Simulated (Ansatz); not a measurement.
A nudged elastic band was laid between two geometries of BF2H2N + H2 (8 atoms, charge 0, multiplicity 1).

Level of theory: Ansatz 0.2.0, RKS PBE0-D4/def2-SVP.

- movable images: 5
- climbing image: yes
- spring: 5.0 eV/Å²
- optimiser: quadratic models (default)
- start path: through a guess of the saddle point
- force threshold: 0.03 eV/Å
- iteration limit: 60
- end points: relaxed

Image 0:

```xyz
8
Properties=species:S:1:pos:R:3
B 0.085 -0.675 0.234
N 0.035 -0.272 1.570
H -0.829 -0.230 2.090
H 0.863 -0.018 2.090
F 1.238 -0.732 -0.423
F -1.018 -1.015 -0.422
H -0.406 3.124 1.032
H -0.307 2.372 1.100
```

Image 6:

```xyz
8
Properties=species:S:1:pos:R:3
B 0.064 0.351 0.061
N -0.133 0.343 1.725
H -0.378 -0.603 2.027
H 0.729 0.621 2.195
F 1.062 -0.577 -0.133
F -1.166 -0.066 -0.394
H 0.362 1.508 -0.217
H -0.881 0.978 2.006
```

(1) What changes between the two ends?

(2) Give the energies along the band, and the barrier.

(3) What is the geometry of the highest image?

Answers

(1) Bonds broken: H7–H8. Bonds formed: B1–H7, N2–H8. BF2H2N + H2 becomes BF2H4N.

(2) The run converged. The highest image is number 3 of 0 to 6, 38.4 kcal/mol above the first end and 37.4 kcal/mol above the last; the last end lies 1.0 kcal/mol above the first. Neighbouring images differ by up to 1.5 eV, so the band resolves the path poorly. A vibrational analysis at the climbing image gives one clearly imaginary mode, 1419i cm⁻¹: a first-order saddle point. The orbitals stay closed-shell, which can raise the energy where a bond breaks towards radicals; this wasn't checked here.

| image | path coordinate (Å) | energy (kcal/mol) | H7–H8 (Å) | B1–H7 (Å) | N2–H8 (Å) |
| --- | --- | --- | --- | --- | --- |
| 0 | 0.00 | 0.0 | 0.76 | 3.91 | 2.71 |
| 1 | 0.98 | 0.3 | 0.76 | 3.29 | 2.71 |
| 2 | 1.95 | 3.7 | 0.76 | 2.34 | 2.30 |
| 3 | 2.93 | 38.4 | 1.03 | 1.44 | 1.35 |
| 4 | 3.68 | 6.7 | 1.89 | 1.24 | 1.02 |
| 5 | 4.44 | 1.5 | 2.45 | 1.23 | 1.02 |
| 6 | 5.19 | 1.0 | 2.60 | 1.23 | 1.02 |

(3) 
```xyz
8
Properties=species:S:1:pos:R:3
B -0.020 0.149 0.266
N -0.035 0.224 1.813
H -0.835 -0.191 2.282
H 0.844 0.034 2.286
F 1.181 -0.153 -0.265
F -1.117 -0.424 -0.269
H -0.187 1.566 0.075
H -0.171 1.351 1.083
```

Time of the run: 2.7 min on 1 thread of Arm Neoverse V2 (shared host), peak memory 0.14 GiB.
